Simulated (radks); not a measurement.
Values are calculated unless marked as measured or tabulated.
Q: These are the eigenvalues of the occupied orbitals of an atom or ion with whole-number occupations (hartree). Level of theory: non-relativistic Kohn-Sham, PBE, spin-polarised, spherical densities, point nucleus (a radial shooting solver on a logarithmic mesh with Libxc functionals).

orbital  eigenvalue
1s up     -1035.475
1s down   -1035.004
2s up     -241.9345
2s down   -241.1000
2p up     -237.5116

Which element is it, and in what charge state? The configuration may be excited. Open shells, if any, are filled with parallel spins first.

A: Z = 47, silver, charge +42: Ag42+ in [He] 2s2 2p1. The list shows which subshells hold electrons but not how many an open one holds; the 1s level, -1035.5 hartree, gives Z - s = 45.5 by -(Z - s)^2/2, which with screening narrows Z to a few neighbours, and the depths of the outer levels then fix element, charge and occupations together.
